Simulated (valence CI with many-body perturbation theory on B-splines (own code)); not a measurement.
# Energy levels of Cs6+

Level of theory: relativistic CI+MBPT: three valence electrons over a frozen Dirac-Fock core [Kr] 4d10, a basis of 7 s, 7 p, 7 d, 7 f, 4 g, 2 h functions for each j, with the one-electron correlation potential Σ1 (screened to all orders), the two-electron term Σ2, the three-electron term Σ3, Breit, model QED; selected single and double excitations, second order for the rest, scaled by the run's own slope (own B-spline code, finite nucleus).

Against 63 measured levels this calculation errs by 477 cm⁻¹ on average and by 1585 at most. These come from a selection out of Sansonetti, J. Phys. Chem. Ref. Data 38, 761 (2009). Levels without a partner in it may be off by more, other configurations by several thousand cm⁻¹. The list stops below the first excitations out of the core. 3 measured levels below the end of the list, from 384898 cm⁻¹ on, found no clear computed partner, and computed levels of the same name lie up to 2852 cm⁻¹ from them.

Levels 91 to 135 of 204, with energies above the lowest level, 5s2 5p 2P°_1/2. "Leading %" is the weight of the configuration and term that name the level; weights of strongly mixed levels are sums over their largest components and can fall short. In the jj column 3d3/2^4 stands for four electrons in 3d with j = 3/2.

```csv
No.,Configuration,Term,J,E (cm⁻¹),Leading %,g,Leading jj
91,4f 5p2,4D°,3/2,417360,50,1.022,4f5/2 5p1/2 5p3/2 (61 %)
92,4f 5p2,2H°,9/2,418730,53,0.988,4f5/2 5p1/2 5p3/2 (46 %)
93,4f 5p2,4D°,1/2,418740,82,0.105,4f5/2 5p1/2 5p3/2 (67 %)
94,4f 5p2,2G°,7/2,422910,67,0.956,4f5/2 5p1/2 5p3/2 (53 %)
95,5s 5p 6p,4D,1/2,424430,70,0.235,5s 5p1/2 6p1/2 (94 %)
96,4f 5p2,2D°,3/2,425010,64,0.803,4f7/2 5p1/2 5p3/2 (54 %)
97,5s2 7s,2S,1/2,425860,96,2.004,5s^2 7s (96 %)
98,4f 5p2,2F°,5/2,426730,34,1.020,4f7/2 5p1/2 5p3/2 (63 %)
99,5s 5p 6p,4D,3/2,428620,61,1.193,5s 5p1/2 6p1/2 (68 %)
100,4f 5p2,2H°,11/2,430190,51,1.159,4f7/2 5p3/2^2 (83 %)
101,4f 5p2,4F°,7/2,430570,50,1.210,4f5/2 5p3/2^2 (53 %)
102,4f 5p2,4F°,9/2,430640,69,1.273,4f7/2 5p3/2^2 (82 %)
103,4f 5p2,2F°,5/2,431850,26,1.062,4f5/2 5p3/2^2 (66 %)
104,4f 5p2,2D°,3/2,432380,45,0.790,4f5/2 5p3/2^2 (61 %)
105,5s 5p 6s,2P°,1/2,432770,89,0.689,5s 5p3/2 6s (75 %)
106,5s 5p 6s,2P°,3/2,433590,86,1.319,5s 5p3/2 6s (76 %)
107,5p2 5d,4F,3/2,433610,52,0.785,5p1/2^2 5d3/2 (54 %)
108,5s 5p 6p,4P,1/2,433850,83,2.510,5s 5p1/2 6p1/2 (69 %)
109,5s 5p 6p,4P,3/2,434480,29,1.284,5s 5p1/2 6p3/2 (75 %)
110,4f 5p2,2G°,9/2,434720,60,1.055,4f5/2 5p3/2^2 (80 %)
111,5s 5p 6p,4D,5/2,436030,45,1.301,5s 5p1/2 6p3/2 (43 %)
112,5s 5p 6p,2P,1/2,437310,63,0.678,5s 5p1/2 6p3/2 (66 %)
113,4f2 5s,4H,7/2,437930,99,0.666,4f5/2^2 5s (78 %)
114,4f2 5s,4H,9/2,438210,99,0.969,4f5/2 4f7/2 5s (65 %)
115,4f2 5s,4H,11/2,438560,99,1.133,4f5/2 4f7/2 5s (78 %)
116,4f2 5s,4H,13/2,438960,99,1.231,4f7/2^2 5s (84 %)
117,5p2 5d,4F,5/2,439860,37,1.192,5p1/2^2 5d5/2 (31 %)
118,4f 5p2,2P°,1/2,440500,64,0.561,4f5/2 5p3/2^2 (61 %)
119,5s 5p 6p,2D,3/2,441320,38,1.240,5s 5p1/2 6p3/2 (69 %)
120,4f2 5s,4F,3/2,441630,95,0.433,4f5/2^2 5s (53 %)
121,5p2 5d,2F,5/2,441650,62,0.908,5p1/2 5p3/2 5d3/2 (77 %)
122,4f 5p2,2P°,3/2,441740,58,1.246,4f7/2 5p3/2^2 (53 %)
123,4f2 5s,4F,5/2,441790,98,1.027,4f5/2 4f7/2 5s (68 %)
124,4f2 5s,4F,7/2,442010,99,1.237,4f5/2 4f7/2 5s (86 %)
125,4f2 5s,4F,9/2,442270,98,1.331,4f7/2^2 5s (50 %)
126,4f 5p2,2F°,5/2,442990,46,1.025,4f7/2 5p3/2^2 (70 %)
127,5p2 5d,2F,7/2,445090,40,1.119,5p1/2 5p3/2 5d3/2 (38 %)
128,4f 5p2,2F°,7/2,445480,75,1.103,4f7/2 5p3/2^2 (45 %)
129,4f2 5s,2G,9/2,445850,88,1.112,4f7/2^2 5s (41 %)
130,4f2 5s,2G,7/2,445920,49,1.077,5p1/2 5p3/2 5d5/2 (36 %)
131,5p2 5d,4F,7/2,446310,49,1.130,5p1/2 5p3/2 5d5/2 (40 %)
132,5p2 5d,2P,3/2,446910,47,1.184,5p1/2 5p3/2 5d3/2 (55 %)
133,5s 5p 6p,2P,3/2,447610,20,1.303,5s 5p3/2 6p1/2 (55 %)
134,5s 5p 6p,4P,5/2,447850,42,1.432,5s 5p3/2 6p1/2 (70 %)
135,5s2 5g,2G,9/2,448650,72,1.120,5s^2 5g9/2 (72 %)
```

Names give the largest LS component (configuration and term), which can be under half, so a name can repeat, a term be missing and a line seem to break the LS rules; names also repeat where a configuration has a term twice.

Where two levels of one J and parity lie close, their mixing, g and order are uncertain.
